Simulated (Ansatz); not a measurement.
HgCl₂⁺. The state is a doublet with charge 1. Geometry B3LYP-D4/def2-TZVP, that of the neutral singlet; atoms count from 1.

```xyz
3

Hg    0.0018   -0.0001    0.0008
Cl   -0.9484    0.7059    1.9539
Cl    0.9466   -0.7057   -1.9547
```

In the def2 sets Hg takes a core potential; there is no spin–orbit coupling.

(1) Estimate the Mulliken populations from the PBE0/def2-TZVP orbitals of Ansatz.

(2) Where does the spin sit?

(3) And the Mayer bond orders between bonded heavy atoms (over 0.3)?

Answers

(1) 
```
atom  charge (e)  spin (α − β)  d electrons
 Hg1        0.92          0.00         9.82
 Cl2        0.04          0.50            –
 Cl3        0.04          0.50            –
```
Mulliken values and Mayer orders depend strongly on the basis.

(2) Summed by element: Hg 0.00, Cl 1.00, of 1 unpaired in all. Largest on single atoms: Cl2 0.50, Cl3 0.50, Hg1 0.00.

(3) Hg1–Cl2 0.89 (2.28 Å); Hg1–Cl3 0.89 (2.28 Å). Values over 0.3 also appear between atoms too far apart for a bond (Cl2–Cl3 0.50 at 4.57 Å); they arise where an orbital or an unpaired electron spreads over both atoms.
